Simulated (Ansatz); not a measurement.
`C=C(O)[SiH3]` + CH₃NH₂ → `C=C(O)NC` + SiH₄ at 700 K and 1 bar (substitution at a C–Si bond).

Gas-phase electronic energies from Ansatz, PBE0-D4/def2-TZVP geometries. CBS: MP2 limit from def2 TZ/QZ plus the TZ coupled-cluster correction, frozen cores. This one scheme is used for every species. Each species was taken in one conformer, which may not be the lowest.

```csv
species,CCSD(T)/CBS energy (Eh),H − E (kJ/mol),S (J/(mol·K))
`C=C(O)[SiH3]`,-443.92889,258.1,428.9
CH₃NH₂,-95.75281,207.6,296.6
`C=C(O)NC`,-248.21918,343.5,430.8
SiH₄,-291.46306,115.5,252.9
```

H − E and S are ideal-gas, rigid-rotor, harmonic terms from PBE0-D4/def2-TZVP, for one conformer and one mirror image of each species. 1 Eh = 2625.50 kJ/mol, R = 8.31446 J/(mol·K).

Question: By hand: ΔE, ΔH, ΔS and ΔG.

Answer: ΔE = (-248.21918) + (-291.46306) − (-443.92889) − (-95.75281) = -0.00054 Eh = -1.4 kJ/mol. Δ(H − E) = 343.5 + 115.5 − 258.1 − 207.6 = -6.7, so ΔH = -8.1 kJ/mol. ΔS = 430.8 + 252.9 − 428.9 − 296.6 = -41.8 J/(mol·K). ΔG = -8.1 − 700 × (-41.8)/1000 = 21.2 kJ/mol.

Question: By hand: the equilibrium constant, and the temperature at which ΔG would vanish if ΔH and ΔS stayed fixed.

Answer: log₁₀ K = −ΔG/(RT ln 10) = -1.6. ΔG = 0 at ΔH/ΔS = 194 K, though so small a ΔH makes that figure unsure.

TΔS isn't small against ΔH here. A doubt of 5 kJ/mol in ΔE shifts log₁₀ K by 0.4 here. Other conformers and mirror images would add mixing entropy, several J/(mol·K) or more a flexible species. Modes under 60 cm⁻¹, often nearly free rotors, make the harmonic entropy too high. These are equilibria of isolated gas molecules and say nothing of rates. Largest T1 diagnostic: 0.013 (customary marks: 0.02 for closed shells, 0.045 for open ones).
